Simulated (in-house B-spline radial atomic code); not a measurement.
A fraction x of an electron is removed from 4s in Mn⁺, starting from [Ar] 3d5 4s1 and keeping the highest spin. All numbers are computed (non-relativistic LDA exchange-only, spin-polarised, spherical fractional occupations; point nucleus) with a radial B-spline atomic code at the basis-set limit, not measured.

| x | E(x) - E(0) (eV) | 4s up level (eV) |
| --- | --- | --- |
| 0 | 0.0000 | -12.125 |
| 0.02 | 0.2439 | -12.269 |
| 0.25 | 3.2564 | -13.930 |
| 0.27 | 3.5365 | -14.075 |
| 0.46 | 6.3421 | -15.459 |
| 0.5 | 6.9663 | -15.750 |
| 0.54 | 7.6022 | -16.042 |
| 0.67 | 9.7490 | -16.986 |
| 0.76 | 11.3071 | -17.636 |
| 0.94 | 14.5969 | -18.910 |
| 1 | 15.7438 | - |

The exact functional would give a straight line between the two integer points. Deviations E(x) - E(0) - x[E(1) - E(0)], in eV: -0.071 at x = 0.02, -0.68 at x = 0.25, -0.714 at x = 0.27, -0.9 at x = 0.46, -0.906 at x = 0.5, -0.899 at x = 0.54, -0.799 at x = 0.67, -0.658 at x = 0.76, -0.202 at x = 0.94.

The curve lies below the straight line by up to 0.906 eV (at x = 0.5): convex, the delocalisation error that favours fractional charges.

Problem. How well does Slater's transition state (minus the level at half occupation) give the ionisation energy?

Solution. It gives 15.750 eV against 15.744 eV from the two total energies; NIST lists 15.64 eV, ground level to ground level.
